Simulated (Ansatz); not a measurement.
`CBBF` + `[SiH3]S` → `CBS[SiH3]` + `BF` at 298.15 K and 1 bar (cleavage of the B–B bond).

Computed with Ansatz on PBE0-D4/def2-TZVP structures; ΔE is electronic, products minus reactants. CCSD(T)/CBS is the MP2 limit (def2-TZVPP, def2-QZVPP) plus CCSD(T) − MP2 in def2-TZVPP, frozen cores. This one scheme is used for every species. Each species was taken in one conformer, which may not be the lowest.

| species | CCSD(T)/CBS energy (Eh) | H − E (kJ/mol) | S (J/(mol·K)) |
| --- | --- | --- | --- |
| `CBBF` | -190.46132 | 183.3 | 310.6 |
| `[SiH3]S` | -689.27336 | 102.7 | 272.7 |
| `CBS[SiH3]` | -753.96029 | 221.5 | 347.5 |
| `BF` | -125.82039 | 69.3 | 222.5 |

H − E and S are ideal-gas, rigid-rotor, harmonic terms from PBE0-D4/def2-TZVP, for one conformer and one mirror image of each species. 1 Eh = 2625.50 kJ/mol, R = 8.31446 J/(mol·K).

**Question.** By hand: ΔE, ΔH, ΔS and ΔG.

**Answer.** ΔE = (-753.96029) + (-125.82039) − (-190.46132) − (-689.27336) = -0.04600 Eh = -120.8 kJ/mol. Δ(H − E) = 221.5 + 69.3 − 183.3 − 102.7 = 4.8, so ΔH = -116.0 kJ/mol. ΔS = 347.5 + 222.5 − 310.6 − 272.7 = -13.3 J/(mol·K). ΔG = -116.0 − 298.15 × (-13.3)/1000 = -112.0 kJ/mol.

**Question.** By hand: the equilibrium constant, and the temperature at which ΔG would vanish if ΔH and ΔS stayed fixed.

**Answer.** log₁₀ K = −ΔG/(RT ln 10) = 19.6. ΔG = 0 at ΔH/ΔS = 8722 K, far beyond where these terms or the molecules hold.

The number of gas molecules stays the same, so ΔS is small and ΔH decides. A doubt of 5 kJ/mol in ΔE shifts log₁₀ K by 0.9 here. Other conformers and mirror images would add mixing entropy, several J/(mol·K) or more a flexible species. These are equilibria of isolated gas molecules and say nothing of rates. Largest T1 diagnostic: 0.013 (customary marks: 0.02 for closed shells, 0.045 for open ones).
